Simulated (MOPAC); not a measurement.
MOPAC input (MNDO):

```
MNDO 1SCF UHF MS=0.5 GEO-OK AUX(PRECISION=9) THREADS=1
CHO

C    -0.09466700 1   -0.02898400 1   -0.78450900 1
O    -0.03410000 1   -0.01084200 1    0.48128200 1
H     0.84079700 1    0.26064100 1    0.85680100 1
```

Output:

```
 *******************************************************************************
 **                                                                           **
 **                              MOPAC v23.2.5                                **
 **                                                                           **
 *******************************************************************************
 ** MOPAC's Digital Object Identifier: https://doi.org/10.5281/zenodo.6511958 **
 **                                                                           **
 ** Please cite the open-source release paper for use of this MOPAC version:  **
 ** J. E. Moussa and J. J. P. Stewart (2026)                                  **
 ** MOPAC: An open-source semiempirical molecular orbital program             **
 ** J. Open Source Softw., 11(119), 8025, https://doi.org/10.21105/joss.08025 **
 *******************************************************************************

                              MNDO CALCULATION RESULTS

 *******************************************************************************
 *  MNDO       - The MNDO Hamiltonian to be used
 *  GEO-OK     - OVERRIDE INTERATOMIC DISTANCE AND OTHER SAFETY CHECKS
 *  UHF        - UNRESTRICTED HARTREE-FOCK CALCULATION
 *  MS=        - IN MECI, MAGNETIC COMPONENT OF SPIN =  0.5
 *  1SCF       - DO 1 SCF AND THEN STOP
 *  AUX        - OUTPUT AUXILIARY INFORMATION
 *******************************************************************************
MNDO 1SCF UHF MS=0.5 GEO-OK AUX(PRECISION=9) THREADS=1
 CHO

   ATOM   CHEMICAL          X               Y               Z
  NUMBER   SYMBOL      (ANGSTROMS)     (ANGSTROMS)     (ANGSTROMS)

     1       C         -0.09466700  *  -0.02898400  *  -0.78450900  *
     2       O         -0.03410000  *  -0.01084200  *   0.48128200  *
     3       H          0.84079700  *   0.26064100  *   0.85680100  *

          CARTESIAN COORDINATES

    NO.       ATOM           X           Y           Z

     1         C         -0.0947     -0.0290     -0.7845
     2         O         -0.0341     -0.0108      0.4813
     3         H          0.8408      0.2606      0.8568

  H: (MNDO): M.J.S. DEWAR, W. THIEL, J. AM. CHEM. SOC., 99, 4899, (1977)
  C: (MNDO): M.J.S. DEWAR, W. THIEL, J. AM. CHEM. SOC., 99, 4899, (1977)
  O: (MNDO): M.J.S. DEWAR, W. THIEL, J. AM. CHEM. SOC., 99, 4899, (1977)

           Empirical Formula: C H O  =     3 atoms

      MOLECULAR POINT GROUP   :   Cs

          UHF CALCULATION, NO. OF ALPHA ELECTRONS =    6
                           NO. OF BETA  ELECTRONS =    5

 -------------------------------------------------------------------------------
 MNDO 1SCF UHF MS=0.5 GEO-OK AUX(PRECISION=9) THREADS=1
 CHO

     1SCF WAS SPECIFIED, SO BFGS WAS NOT USED
     SCF FIELD WAS ACHIEVED

                              MNDO CALCULATION
                                                       MOPAC v23.2.5 Linux

          FINAL HEAT OF FORMATION =         33.38802 KCAL/MOL =     139.69549 KJ/MOL

          COSMO AREA              =         61.59 SQUARE ANGSTROMS
          COSMO VOLUME            =         43.59 CUBIC ANGSTROMS

          IONIZATION POTENTIAL    =          8.712354 EV
          ALPHA SOMO LUMO (EV)    =         -8.712  0.882
          BETA  SOMO LUMO (EV)    =        -12.614  1.439
          NO. OF ALPHA ELECTRONS  =          6
          NO. OF BETA  ELECTRONS  =          5
          MOLECULAR WEIGHT        =         29.0183         POINT GROUP:  Cs

          MOLECULAR DIMENSIONS (Angstroms)

            Atom       Atom       Distance
            H     3    C     1     1.91125
            O     2    H     3     0.59426
            H     3    C     1     0.00000

          SCF CALCULATIONS        =          1

   ATOM   CHEMICAL          X               Y               Z
  NUMBER   SYMBOL      (ANGSTROMS)     (ANGSTROMS)     (ANGSTROMS)

     1       C         -0.09466700  *  -0.02898400  *  -0.78450900  *
     2       O         -0.03410000  *  -0.01084200  *   0.48128200  *
     3       H          0.84079700  *   0.26064100  *   0.85680100  *

                             CARTESIAN COORDINATES

   1    C       -0.094667000    -0.028984000    -0.784509000
   2    O       -0.034100000    -0.010842000     0.481282000
   3    H        0.840797000     0.260641000     0.856801000

           Empirical Formula: C H O  =     3 atoms

      MOLECULAR POINT GROUP   :   Cs

          ALPHA EIGENVALUES
 -44.03437 -23.96787 -17.76454 -14.99032 -13.59418  -8.71235   0.88181   3.71471
   6.41141

           BETA EIGENVALUES
 -43.86758 -23.14062 -17.05653 -15.00689 -12.61420   1.43902   1.46635   4.19936
   7.04827

              NET ATOMIC CHARGES AND DIPOLE CONTRIBUTIONS

  ATOM NO.   TYPE          CHARGE      No. of ELECS.   s-Pop       p-Pop
    1          C          -0.001029        4.0010     1.86094     2.14009
    2          O          -0.198405        6.1984     1.79046     4.40794
    3          H           0.199435        0.8006     0.80057
 DIPOLE           X         Y         Z       TOTAL
 POINT-CHG.     0.838     0.260     0.366     0.951
 HYBRID         0.668     0.207     1.098     1.302
 SUM            1.507     0.467     1.464     2.152

          ATOMIC ORBITAL ELECTRON POPULATIONS

     Atom    s        px        py        pz
    1  C   1.86094   0.95974   0.35621   0.82414
    2  O   1.79046   1.38689   1.67727   1.34378
    3  H   0.80057

                    (SZ)    =    0.500000
                    (S**2)  =    0.753405

          ATOMIC ORBITAL SPIN POPULATIONS

    Atom   Total    s     px     py     pz
         Atomic
    1  C  0.9474  0.014  0.818  0.101  0.015
    2  O -0.0393  0.012 -0.025 -0.024 -0.002
    3  H  0.0918  0.092

 **********************
 *                    *
 * JOB ENDED NORMALLY *
 *                    *
 **********************

 == MOPAC DONE ==
```

The geometry given is a B3LYP-D3(BJ)/def2-TZVP minimum.
